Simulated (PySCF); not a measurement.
A GIAO shielding run with PySCF (density fitting, non-relativistic, gas phase) on SMILES F[Si@H]1O[C@@H](OC=O)[SiH2]O1, C2H5FO4Si2:

```
$ OMP_NUM_THREADS=1 python probes_run.py task.json out

{"job": {"kind": "nmr", "xc": "PBE0", "basis": "pcSseg-1"}, "charge": 0, "multiplicity": 1}
O      2.174971     1.144873     0.524879
C      2.403025     0.170823    -0.155124
O      1.592884    -0.822347    -0.343391
C      0.359393    -0.709972     0.379164
O     -0.636637    -1.378570    -0.314531
Si    -2.111989    -0.689535    -0.239908
F     -2.653335    -0.555530    -1.732840
O     -1.781082     0.762157     0.386614
Si    -0.182573     1.141423     0.637030
H      3.352152     0.023628    -0.687870
H      0.531203    -1.236043     1.331271
H     -3.044491    -1.406774     0.584882
H      0.071764     2.068066    -0.452007
H     -0.075963     1.487329     2.039753
```

Hardware: 1 thread of an Arm Neoverse V1, shared host. The job also computes population analyses, field gradients, ring-centre shieldings.

**Question.** How large is the calculation?

**Answer.** 86 electrons, 192 basis functions and 1047 auxiliary functions.

**Question.** How long does it take, and how much memory does it need?

**Answer.** 40 s of wall time, with 15 SCF cycles and 5 response iterations; peak memory 0.9 GiB. Times on a shared host scatter by some tens of per cent.
